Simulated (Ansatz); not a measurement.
C2H7BFN. Total charge 0; spin multiplicity 1. The bonds changed during the relaxation, so this is another structure than the one it started from. The geometry is a stationary point of PBE0-D4/def2-TZVP. It is one conformer, not always the lowest.

```xyz
12

C    -0.023    0.529   -1.520
B     0.579    0.265   -0.080
C     0.205   -1.026    0.704
N    -0.529    0.192    1.147
F     0.951   -1.536    1.727
H     0.701    0.234   -2.286
H    -0.245    1.587   -1.690
H    -0.941   -0.037   -1.723
H     1.547    0.857    0.312
H    -0.475   -1.790    0.331
H    -0.239    0.525    2.055
H    -1.531    0.201    1.023
```

(1) What is the dipole moment at PBE/def2-TZVPP? (Best estimate.)

(2) And with r2SCAN, B3LYP, ωB97M-V? (Estimate.)

(3) Give the Mulliken charges with PBE, ωB97M-V, r2SCAN in def2-TZVPP. (Best estimate.)

## Answers

(1) Ansatz gave: 3.28 D, with components (-2.99, 0.37, 1.30) D in this frame, pointing from negative to positive charge.

(2) The calculation gave: r2SCAN 3.30 D, B3LYP 3.28 D, ωB97M-V 3.31 D.

(3) Computed: 
```json
{"atom": "C1", "PBE": "-0.37", "ωB97M-V": "-0.39", "r2SCAN": "-0.27"}
{"atom": "B2", "PBE": "-0.05", "ωB97M-V": "-0.09", "r2SCAN": "0.02"}
{"atom": "C3", "PBE": "0.10", "ωB97M-V": "0.10", "r2SCAN": "0.15"}
{"atom": "N4", "PBE": "-0.13", "ωB97M-V": "-0.11", "r2SCAN": "-0.14"}
{"atom": "F5", "PBE": "-0.19", "ωB97M-V": "-0.22", "r2SCAN": "-0.23"}
{"atom": "H6", "PBE": "0.10", "ωB97M-V": "0.11", "r2SCAN": "0.06"}
{"atom": "H7", "PBE": "0.09", "ωB97M-V": "0.11", "r2SCAN": "0.05"}
{"atom": "H8", "PBE": "0.05", "ωB97M-V": "0.06", "r2SCAN": "0.01"}
{"atom": "H9", "PBE": "-0.01", "ωB97M-V": "0.06", "r2SCAN": "-0.02"}
{"atom": "H10", "PBE": "0.08", "ωB97M-V": "0.11", "r2SCAN": "0.06"}
{"atom": "H11", "PBE": "0.18", "ωB97M-V": "0.15", "r2SCAN": "0.17"}
{"atom": "H12", "PBE": "0.17", "ωB97M-V": "0.13", "r2SCAN": "0.16"}
```

B3LYP here is the variant with VWN-RPA as its local correlation; programs differ in this.
